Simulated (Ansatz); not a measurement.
Harmonic frequencies (cm⁻¹) at PBE0-D4/def2-TZVP from Ansatz: 67, 98, 124, 158, 232, 273, 351, 487, 502, 678, 697, 716, 732, 865, 905, 929, 935, 941, 2194, 2210, 2233, 2241, 3900, 3901.

Each molecule was computed in one conformer, which needn't be the lowest.

(1) Which molecule is it?
A. `O[SiH2][GeH2][OH]`
B. `[OH][GeH]([OH])[SiH3]`
C. `O[SiH2][O][GeH3]`
D. `O[SiH](O)[GeH3]`

Results:

(1) B.
